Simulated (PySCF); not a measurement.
A structure optimised at PBE-D3(BJ)/def2-SVP, used in a PySCF frequency run:

```xyz
12

C      2.5989    -0.5449     0.0000
C      1.3708    -0.0122     0.0000
O      0.5263     0.3511     1.0302
C     -0.4171     0.7279     0.0000
Si    -2.0096    -0.3626     0.0000
O      0.5263     0.3511    -1.0302
H      3.0964    -0.7587    -0.9529
H      3.0964    -0.7587     0.9529
H     -0.6010     1.8288     0.0000
H     -2.8093    -0.0405     1.2299
H     -2.8093    -0.0405    -1.2299
H     -1.5759    -1.7970     0.0000
```

Write its SMILES, formula and point group.

C=C1OC([SiH3])O1, C3H6O2Si, Cs

What are its rotational constants (standard atomic weights)?

7.8792, 1.7338, 1.6569 GHz
